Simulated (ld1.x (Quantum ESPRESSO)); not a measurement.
## Debugging a pseudopotential input (lanthanum, ld1.x (Quantum ESPRESSO) 7.5)

Command:

```bash
ld1.x < La.in > La.out
```

Input:

```
&input
   title='La', zed=57., rel=1, dft='PBESOL', iswitch=3, dx=0.1,
   config='[Xe] 4f0 5d1 6s0 6p0',
   nld=4, rlderiv=3.60, eminld=-6.0, emaxld=5.0, deld=0.02
 /
 &inputp
   pseudotype=2, tm=.true., lloc=0,
   nlcc=.true., new_core_ps=.true.,
   file_pseudopw='La.UPF', file_wfcaegen='ae.wfc', file_wfcncgen='nc.wfc', file_beta='beta', file_chi='chi'
 /
4
5P  2  1   6.00   0.00  2.50  2.50  0.0
5D  3  2   1.00   0.00  3.30  3.30  0.0
4F  4  3   0.00   0.00  1.75  1.75  0.0
5S  1  0   2.00   0.00  2.00  2.00  0.0
 &test
   configts(1)='4f0 5s2 5p6 5d1 6s0 6p0'
 /
```

This is an input that runs to its end, with one change: mesh step dx=0.1.

How does the run end?

The program runs through. The occupied levels of the test differ from the all-electron ones by at most 0.00051 Ry (unchanged input: 0.00001 Ry).

```
     [... 2 repeated lines left out ...]
       (This warning will only be printed once per wavefunction)

     Computing logarithmic derivative in   3.69950
     Computing the partial wave expansion
       no projector for channel:   0
     R is outside the sphere for l=    1 j= 0.00
     R is outside the sphere for l=    2 j= 0.00
     R is outside the sphere for l=    3 j= 0.00

     ---------------------- Testing the pseudopotential ----------------------

     La
     scalar relativistic calculation

     atomic number is 57.00   valence charge is 11.00
     dft =PBESOL   lsd =0 sic =0 latt =0  beta=0.20 tr2=1.0E-14
     mesh = 157 r(mesh) =  95.29227 xmin = -7.00 dx = 0.10000

     n l     nl             e AE (Ry)        e PS (Ry)    De AE-PS (Ry)
     4 3     4F   1( 0.00)       -1.24801       -1.24784       -0.00017
     1 0     5S   1( 2.00)       -3.78935       -3.78986        0.00051
     2 1     5P   1( 6.00)       -2.56578       -2.56593        0.00016
     3 2     5D   1( 1.00)       -1.07677       -1.07684        0.00006
     2 0     6S   1( 0.00)       -0.98745       -0.29623       -0.69121  !
     3 1     6P   1( 0.00)       -0.72400       -0.72974        0.00574  !

     eps = 8.1E-15  iter = 16

     Etot =  -16979.134334 Ry,   -8489.567167 Ha, -231012.891239 eV
     Etotps =  -114.524697 Ry,     -57.262348 Ha,   -1558.187881 eV

     Ekin =      14.468267 Ry,       7.234134 Ha,     196.850803 eV
     Encl =    -108.148244 Ry,     -54.074122 Ha,   -1471.431826 eV
     Ehrt =      40.272879 Ry,      20.136440 Ha,     547.940438 eV
     Ecxc =     -61.927590 Ry,     -30.963795 Ha,    -842.567783 eV
     (Ecc =     -51.949596 Ry,     -25.974798 Ha,    -706.810266 eV)
     Epseu=       0.809991 Ry,       0.404995 Ha,      11.020488 eV

     ---------------------- End of pseudopotential test ----------------------
```
